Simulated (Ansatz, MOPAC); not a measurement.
Molecule: Cs2 (charge 0, singlet). SMILES: [Cs][Cs]

Atoms: Cs1, Cs2. Bonds: Cs1-Cs2.

Bond lengths (Å) and angles (degrees) optimised at PM6 with MOPAC; HF/3-21G with Ansatz (a program for electronic structure); B3LYP/LANL2DZ with Ansatz, each started from the B3LYP-D3(BJ)/def2-TZVP structure (Ansatz) of the last column. A row stands for all coordinates that are equal there.

| coordinate | PM6 | HF/3-21G | B3LYP/LANL2DZ | B3LYP-D3(BJ)/def2-TZVP |
|---|---|---|---|---|
| Cs1-Cs2 | 4.025 | 5.112 | 4.739 | 4.739 |

Mean signed difference of all 1 bond lengths from B3LYP-D3(BJ)/def2-TZVP: PM6 -0.713 Å, HF/3-21G 0.374 Å, B3LYP/LANL2DZ 0.000 Å.
